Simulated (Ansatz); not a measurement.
The cluster Sn₅H₇⁺. The state is a singlet with charge 1. Geometry PBE-D4/def2-SVP.

```xyz
12

Sn   -0.108   -0.213   -3.121
Sn    2.337   -0.020    2.112
Sn   -0.403   -0.221    2.777
Sn   -0.455   -0.204   -0.191
Sn   -2.679    1.676   -1.320
H     3.044   -0.434    0.572
H    -1.648    1.074   -2.866
H    -0.989    1.749   -0.305
H     3.549   -0.249    3.331
H    -2.475   -0.043   -0.435
H     1.128   -1.562    2.397
H    -1.300   -1.553   -2.951
```

In the def2 sets Sn takes a core potential; there is no spin–orbit coupling. LC-ωPBE has ω = 0.4 bohr⁻¹. Another isomer (singlet) lies 0.66 eV lower at PBE0-D4/def2-TZVP; other spin states weren't run for this one.

Q: Estimate the orbital energies around the gap (eV) in Ansatz with PBE-D4/def2-TZVP, r2SCAN-D4/def2-TZVP, PBE0-D4/def2-SVP, PBE0-D4/def2-TZVP, LC-ωPBE/def2-TZVP.

A: 
| orbital | PBE-D4/def2-TZVP | r2SCAN-D4/def2-TZVP | PBE0-D4/def2-SVP | PBE0-D4/def2-TZVP | LC-ωPBE/def2-TZVP |
| --- | --- | --- | --- | --- | --- |
| HOMO−9 | -14.84 | -15.22 | -16.23 | -16.17 | -19.27 |
| HOMO−8 | -14.01 | -14.35 | -15.30 | -15.23 | -18.15 |
| HOMO−7 | -11.95 | -12.33 | -13.20 | -13.15 | -15.84 |
| HOMO−6 | -11.59 | -11.93 | -12.80 | -12.76 | -15.45 |
| HOMO−5 | -11.36 | -11.68 | -12.42 | -12.39 | -14.86 |
| HOMO−4 | -11.16 | -11.47 | -12.25 | -12.21 | -14.70 |
| HOMO−3 | -10.34 | -10.60 | -11.24 | -11.21 | -13.45 |
| HOMO−2 | -9.56 | -9.80 | -10.44 | -10.43 | -12.83 |
| HOMO−1 | -9.47 | -9.73 | -10.38 | -10.36 | -12.52 |
| HOMO | -9.12 | -9.33 | -9.89 | -9.86 | -11.88 |
| LUMO | -7.08 | -7.05 | -6.49 | -6.46 | -4.62 |
| LUMO+1 | -6.59 | -6.52 | -5.94 | -5.92 | -4.08 |
| LUMO+2 | -6.26 | -6.18 | -5.70 | -5.68 | -3.96 |
| LUMO+3 | -6.18 | -6.09 | -5.57 | -5.54 | -3.71 |
| LUMO+4 | -5.63 | -5.50 | -4.98 | -4.95 | -3.09 |
| LUMO+5 | -5.30 | -5.10 | -4.57 | -4.57 | -2.64 |
